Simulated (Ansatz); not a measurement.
The first iterations of a band of ClF4H2STa (9 atoms, charge 0, multiplicity 1).

These are results of RKS B3LYP/def2-SVP in Ansatz, not measurements.

```json
{"movable images": "7", "climbing image": "yes", "spring": "5.0 eV/Å²", "optimiser": "quadratic models (default)", "start path": "through a guess of the saddle point", "force threshold": "0.03 eV/Å", "iteration limit": "60", "end points": "relaxed"}
```

Image 0:

```xyz
9
Properties=species:S:1:pos:R:3
Ta -0.007 0.056 0.137
Cl 2.293 0.571 0.016
F 0.031 0.434 1.986
F 0.192 -1.008 -1.415
F -0.685 1.637 -0.564
F -1.661 -0.817 0.417
S 0.836 -2.458 1.286
H 0.935 -3.134 0.116
H 2.167 -2.218 1.344
```

Image 8:

```xyz
9
Properties=species:S:1:pos:R:3
Ta -0.426 -0.091 0.222
Cl 3.601 -1.188 -0.157
F 0.246 0.988 1.614
F 0.651 0.748 -1.048
F -2.183 0.474 0.484
F -0.942 -1.424 -1.015
S 0.338 -1.890 1.642
H -0.012 -2.899 0.808
H 2.828 -1.654 0.773
```

| iteration | highest image above the first end (eV) | largest band force component (eV/Å) |
| --- | --- | --- |
| 1 | 4.498 | 5.572 |
| 2 | 2.575 | 2.181 |
| 3 | 1.665 | 2.254 |
| 4 | 1.447 | 1.864 |
| 5 | 1.334 | 0.728 |
| 6 | 1.197 | 0.902 |
| 7 | 1.119 | 0.712 |

Task: Does the band converge within its limit, and where does its top end?

Result: The forces met the threshold. It ended after 22 iterations with the highest image 0.936 eV above the first end. The profile has 2 maxima (images 2, 6) with wells between them (image 5): this band takes more than one step, which may be the mechanism or a detour left from its start path. A vibrational analysis at the climbing image gives one clearly imaginary mode, 394i cm⁻¹: a first-order saddle point. The orbitals stay closed-shell, which can raise the energy where a bond breaks towards radicals; this wasn't checked here.

Run time: 6.5 min on 4 threads of Arm Neoverse V2 (shared host), peak memory 0.39 GiB.
